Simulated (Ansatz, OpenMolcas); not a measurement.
## C2H4ClSi (SMILES C=C[SiH]Cl): methods side by side

C2H4ClSi has 8 atoms, charge 0, and is taken as a doublet. SMILES: `C=C[SiH]Cl`. The coordinates come from a PBE0-D4/def2-TZVP relaxation.

```xyz
8

C     0.6470    1.0270   -0.6597
C     0.6285   -0.0667    0.1054
Si   -0.9036   -0.6426    0.9471
Cl   -1.0316   -2.6979    0.9413
H    -0.2569    1.5882   -0.8806
H     1.5639    1.4049   -1.1025
H     1.5613   -0.5910    0.3016
H    -2.1163   -0.0791    0.2915
```

Quantity: the dipole moment, in D. The values are calculated.

| level | kind | program | value (D) | CPU time |
| --- | --- | --- | --- | --- |
| UHF/def2-SVP | Hartree–Fock | Ansatz | 2.20 | 11 s |
| U-revPBE/def2-SVP | GGA | OpenMolcas | 1.69 | 25 s |
| UM06-L/def2-SVP | meta-GGA | OpenMolcas | 1.86 | 31 s |
| UTPSS/def2-SVP | meta-GGA | OpenMolcas | 1.82 | 34 s |
| UB3LYP/def2-SVP | global hybrid | OpenMolcas | 1.77 | 27 s |
| UBHLYP/def2-SVP | global hybrid | OpenMolcas | 1.98 | 25 s |
| UM06-2X/def2-SVP | hybrid meta-GGA | OpenMolcas | 1.95 | 29 s |
| UPBE0/def2-SVP | global hybrid | Ansatz | 1.89 | 19 s |

The values span 1.69 to 2.20 D. Spin contamination of the reference (⟨S²⟩ at least 0.1 too high) touches UHF/def2-SVP. Magnitudes only. Times are those of the runs behind each value, whatever else they computed, on shared processors of several kinds: orders of magnitude only.
